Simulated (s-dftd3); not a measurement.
C₃H₁₀Si (SMILES C[SiH](C)C), singlet, geometry from GFN2-xTB; s-dftd3 with D3(zero) for pbe.

s-dftd3 was given this input:
```
$ s-dftd3 mol.xyz --zero pbe --json dftd3.json --noedisp --grad

# file mol.xyz
14

Si     0.04227581     0.17410565     0.35767998
C     -0.94677323     1.32330318    -0.79306653
C      1.75998590    -0.15337865    -0.39419538
C     -0.88714883    -1.47441790     0.56171541
H      0.19817869     0.81616493     1.67671672
H     -1.08207267     0.88244973    -1.77698739
H     -1.93349276     1.53106784    -0.39013129
H     -0.44225768     2.27526120    -0.92863343
H      2.35085242    -0.80627152     0.24121477
H      1.68499224    -0.62713212    -1.36922950
H      2.31726365     0.76979478    -0.52198718
H     -1.02111986    -1.97760373    -0.39202130
H     -1.87270611    -1.32118853     0.99105908
H     -0.34788226    -2.15306147     1.21575889
```

Output, abridged:

```
-----------------------------------
 s i m p l e   D F T - D 3  v1.4.0
-----------------------------------

Zero (Chai-Head-Gordon) damping: pbe-D3(0)
--------------------
  s6         1.0000
  s8         0.7220
  s9         0.0000
 rs6         1.2170
 rs8         1.0000
 alp        14.0000
--------------------

Dispersion energy:      -3.6260369750400E-03 Eh

Gradient norm:           3.8967913852555E-04 Eh/a0
--------------------------------------------------
     #    Z           dE/dx      dE/dy      dE/dz
--------------------------------------------------
     1   14 Si   -1.523E-05 -6.274E-05 -1.289E-04
     2    6 C    -1.577E-05  3.629E-05  6.491E-06
     3    6 C     3.670E-05  7.669E-06  1.422E-05
     4    6 C    -1.461E-05 -1.794E-05  3.275E-05
     5    1 H     1.054E-05  4.342E-05  8.919E-05
     6    1 H    -6.855E-05  1.152E-04 -3.063E-05
     7    1 H    -3.715E-06  8.470E-05 -5.234E-05
     8    1 H    -8.701E-05  4.313E-05 -2.226E-05
     9    1 H     8.365E-05  3.703E-05 -3.946E-05
    10    1 H     1.375E-04  2.802E-06 -2.649E-07
    11    1 H     8.553E-05 -5.100E-05  3.171E-06
    12    1 H    -6.402E-05 -9.776E-05  7.250E-05
    13    1 H     8.546E-08 -9.364E-05  3.403E-05
    14    1 H    -8.509E-05 -4.718E-05  2.147E-05
--------------------------------------------------

Virial:
--------------------------------------------------
      component           x          y          z
--------------------------------------------------
          x       1.767E-03 -7.805E-05 -1.604E-04
          y      -7.805E-05  1.465E-03 -6.604E-04
          z      -1.604E-04 -6.604E-04  4.294E-04
--------------------------------------------------

[Info] JSON dump of results written to 'dftd3.json'
```
